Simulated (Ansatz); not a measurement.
Coupled-cluster diagnostics for the cluster Be5⁺ (the lowest doublet isomer of a short search), Ansatz.

Geometry of the doublet (PBE/def2-TZVP):

Cartesian coordinates in Å:
```
Be -1.129 -0.141 -0.361
Be 0.557 -0.877 -1.395
Be -0.555 0.876 1.396
Be 0.505 -0.813 0.712
Be 0.622 0.956 -0.353
```

Correlated methods freeze no core orbitals. The structure comes from a short search, and lower isomers may exist.

Geometry of the charge 1 quartet (PBE/def2-TZVP):

```xyz
5

Be    1.118   -0.258   -0.180
Be    0.330   -0.020    1.700
Be   -0.165    0.221   -1.710
Be   -0.821   -0.998    0.048
Be   -0.462    1.054    0.142
```

Problem. Estimate the CCSD(T) correlation energy, the shares of MP2 and (T), T1 and the reference's ⟨S²⟩ for: charge 1, doublet, own geometry in def2-TZVPP; charge 1, quartet, own geometry in def2-TZVPP; and the rough time on 4 threads of Arm Neoverse V1 on a shared host.

Solution. 
```
                          state       basis  correlation (eV)  MP2 share (%)  (T) share (%)     T1  ⟨S²⟩ (pure)  wall time                      remarks
charge 1, doublet, own geometry  def2-TZVPP           -10.844           78.2            6.4  0.119  1.59 (0.75)       12 s  large T1, spin-contaminated
charge 1, quartet, own geometry  def2-TZVPP            -9.898           81.6            4.9  0.052  4.06 (3.75)       11 s  large T1, spin-contaminated
```
Customary marks for T1 are 0.02 (closed shells), 0.045 (open shells) and about 0.05 (3d metals). T1 exceeds 0.02 in 2 of 2 rows and 0.045 in 2; the higher it lies, the less the single-reference result can be trusted.
